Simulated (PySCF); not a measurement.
F₂Sr, charge +1, doublet, geometry from GFN2-xTB (such geometries of metal compounds can be far from the true shape) (a state made from the parent by changing its charge; the spin is typed, not shown lowest) (all electrons, no relativity); PBE0/3-21G run with PySCF.

Input for PySCF:
```python
from pyscf import gto, scf, dft

mol = gto.M(
    atom='''
Sr   -0.511119   -0.118058   -0.045484
F     0.910374    1.341797   -0.844596
F     1.247684   -0.843329    1.036641
''',
    basis='3-21g',
    charge=1,
    spin=1,
    verbose=3,
)

mf = dft.UKS(mol)
mf.xc = 'pbe0'
mf.grids.prune = dft.gen_grid.sg1_prune
mf.kernel()
```

Question: Write the output that PySCF gives for this input, abridged.

Answer: 
```
Traceback (most recent call last):
  File "input.py", line 18, in <module>
  File "<string>", line 2, in kernel
  File "site-packages/pyscf/scf/hf.py", line 2099, in scf
  File "site-packages/pyscf/scf/hf.py", line 132, in kernel
  File "site-packages/pyscf/dft/uks.py", line 42, in get_veff
  File "site-packages/pyscf/dft/uks.py", line 192, in initialize_grids
  File "site-packages/pyscf/dft/rks.py", line 506, in initialize_grids
  File "site-packages/pyscf/dft/gen_grid.py", line 653, in build
  File "<string>", line 6, in gen_atomic_grids
  File "site-packages/pyscf/dft/gen_grid.py", line 318, in gen_atomic_grids
  File "site-packages/pyscf/dft/gen_grid.py", line 81, in sg1_prune
IndexError: index 38 is out of bounds for axis 0 with size 19
```

The program stopped with an error.
